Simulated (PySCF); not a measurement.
Method: B3LYP-D3(BJ)/def2-TZVP (PySCF). All species are isolated molecules in the gas phase. B3LYP has the VWN-RPA correlation part, as in Gaussian. Excitations are Tamm–Dancoff values on a coarser integration grid. The basis has no diffuse functions, so Rydberg states are missing or too high.

Reference species (SMILES): `[SiH3][Ga]([SiH3])[Br]` (neutral, multiplicity 1).

| Item | Result |
|---|---|
| dipole moment | 2.26 D |
| S1 oscillator strength | 0.000 |
| T1 excitation (TDA) | 3.02 eV |

Changed species: `[SiH3][Ga]([Br])[Br]` (1 of 3 Br replaced by SiH3; the reference has 2 of 3 Br replaced by SiH3).

Q: What does the change do to the dipole moment, S1 oscillator strength and T1 excitation (TDA)?

A: the dipole moment goes up by 0.34 D, to 2.60 D; the S1 oscillator strength hardly moves; the T1 excitation (TDA) rises by 1.10 eV, to 4.12 eV.
